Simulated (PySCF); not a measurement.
Al(H)(Cl)(vinyl) (C₂H₄AlCl), SMILES C=[CH][AlH][Cl]. Geometry optimised at PBE0-D3(BJ)/def2-SVP. One conformer was computed; it need not be the lowest.

All values below come from PBE0-D3(BJ)/def2-SVP in PySCF 2.14.0.

Harmonic wavenumbers (cm⁻¹): 114, 115, 327, 366, 506, 536, 611, 713, 994, 1019, 1057, 1266, 1417, 1657, 1977, 3123, 3146, 3220. Rotational constants (GHz): 8.470, 2.619, 2.000; symmetry number 1.

**Question.** Work out the zero-point energy and the ideal-gas rigid-rotor harmonic-oscillator thermochemistry at 298.15 K and 1 atm.

**Answer.** ZPE = ½ Σ hcν = ½ × 22163 cm⁻¹ = 132.57 kJ/mol. H − E(el) = 150.23 kJ/mol. Entropy in J/(mol K): translation 164.93, rotation 110.40, vibration 46.06, total 321.38. G − E(el) = 54.41 kJ/mol. Cp = 86.14 J/(mol K). Modes under 150 cm⁻¹ make the vibrational entropy uncertain.
